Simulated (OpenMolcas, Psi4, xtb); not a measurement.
# GeH3O2F (SMILES [OH][GeH]([OH])[F]): the HOMO–LUMO gap, rung by rung

GeH3O2F has 7 atoms, charge 0, and is taken as a singlet. SMILES: `[OH][GeH]([OH])[F]`. The shape is that of a PBE0-D4/def2-TZVP optimisation. This is one conformer, not always the lowest.

Quantity: the HOMO–LUMO gap, in eV. The values are calculated.

| level | kind | program | value (eV) | CPU time |
| --- | --- | --- | --- | --- |
| GFN1-xTB | semi-empirical | xtb | 7.68 | under 2 s |
| HF/def2-SVP | Hartree–Fock | OpenMolcas | 17.67 | 9.6 s |
| SVWN5/def2-SVP | LDA | OpenMolcas | 6.78 | 23 s |
| BLYP/def2-SVP | GGA | OpenMolcas | 6.66 | 33 s |
| TPSS/def2-SVP | meta-GGA | OpenMolcas | 7.13 | 44 s |
| BHLYP/def2-SVP | global hybrid | OpenMolcas | 12.26 | 27 s |
| TPSSh-D3(BJ)/def2-SVP (density fitting) | hybrid meta-GGA | Psi4 | 8.25 | 20 s |
| B2PLYP/def2-SVP | double hybrid | OpenMolcas | 12.58 | 20 s |

All-electron rows without a relativistic Hamiltonian named are non-relativistic. The values span 6.66 to 17.67 eV. Orbital gaps aren't excitation energies, and those of double hybrids come from the SCF part alone; they tend to grow with the share of exact exchange. Times are those of the runs behind each value, whatever else they computed, on shared processors of several kinds: orders of magnitude only.
